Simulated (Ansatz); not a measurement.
System: trichloro(fluoro)methane, CCl3F, charge 0, multiplicity 1. 
Structure (B3LYP-D3(BJ)/def2-TZVP (Ansatz, a first-principles code) minimum search):
SMILES: FC(Cl)(Cl)Cl
```xyz
5

F      0.0593    -0.2557     1.5697
C      0.0093    -0.0403     0.2474
Cl     1.5264    -0.6185    -0.4731
Cl    -1.3746    -0.9350    -0.4150
Cl    -0.1864     1.7031    -0.0302
```
Charge 0, spin multiplicity 1.

Basis-set convergence of Hartree-Fock and MP2 correlation energies (hartree) with Ansatz. Correlated levels leave the core frozen unless marked. No spin-orbit coupling. No relativistic terms.

```tsv
basis	functions	E(HF)	E(corr, MP2)
cc-pV(D+d)Z	97	-1515.79062	-0.74193
cc-pV(T+d)Z	177	-1515.88535	-0.98310
cc-pV(Q+d)Z	302	-1515.90703	-1.07579
cc-pV(5+d)Z	482	-1515.91179	-1.11482
```

Extrapolating the two largest sets (X = 4 and 5) as X^-3: E(corr) = (125·(-1.11482) - 64·(-1.07579))/61 = -1.1558 Eh, an estimate of the basis-set limit. The largest set recovers 96.5 % of it, the smallest 64.2 %.
